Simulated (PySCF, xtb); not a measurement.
Ge(F)4 cation (F₄Ge), SMILES [F][Ge]([F])([F])[F] (connectivity only; charge and spin as stated), charge +1, multiplicity 2.

Harmonic wavenumbers (cm⁻¹) from GFN2-xTB run with xtb at its own minimum, in rising order: 57, 58, 115, 115, 115, 410, 428, 429, 429.

**Question.** What does PBE-D3(BJ)/def2-SVP in PySCF give at its own minimum? (The exact figures need the calculation; the answer reports its results.)

**Answer.** 112, 113, 113, 128, 168, 579, 603, 603, 638. Paired by order, the mean absolute difference is 101 cm⁻¹ and the zero-point energies are 3.1 and 4.4 kcal/mol.
